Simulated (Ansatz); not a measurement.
CH9BGeSi can be A, `C[BH][GeH2][SiH3]`, or B, `[BH2][GeH2][CH2][SiH3]`.

Isolated molecules relaxed with PBE0-D4/def2-TZVP in Ansatz; ΔE leaves out vibrations. CCSD(T)/CBS is the MP2 limit (def2-TZVPP, def2-QZVPP) plus CCSD(T) − MP2 in def2-TZVPP, frozen cores. Functionals use def2-TZVPP. B3LYP here is the variant with VWN-RPA as its local correlation; programs differ in this. For Ge outer-core shells are correlated without core-valence functions, which leaves a few kJ/mol of doubt a bond. Scalar relativity is left out up to krypton. Each species was taken in one conformer, which may not be the lowest.

**Question.** Which isomer does CCSD(T)/CBS put lower? Give the gap. (Estimate.)

**Answer.** Computed: A, by 45.9 kJ/mol.

**Question.** Give E(B) − E(A) in kJ/mol with CCSD(T)/def2-TZVPP, B3LYP-D4, PBE-D4, B2PLYP, B3LYP, CCSD/def2-TZVPP, HF/def2-TZVPP. (Best estimate.)

**Answer.** The calculation gave: CCSD(T)/def2-TZVPP 44.3, B3LYP-D4 54.7, PBE-D4 66.2, B2PLYP 50.7, B3LYP 58.0, CCSD/def2-TZVPP 43.4, HF/def2-TZVPP 38.5. None reverses the order clearly.

Largest T1 diagnostic: 0.012.

From PBE to PBE0 (25 % exact exchange), in def2-TZVPP and without D4, E(B) − E(A) moves by −6.0 kJ/mol. The D4 term adds −3.3 kJ/mol with B3LYP and −1.7 kJ/mol with PBE0; it sums over pairs of atoms, weighted by their polarisabilities, and B3LYP, whose exchange is more repulsive, gets the larger term.
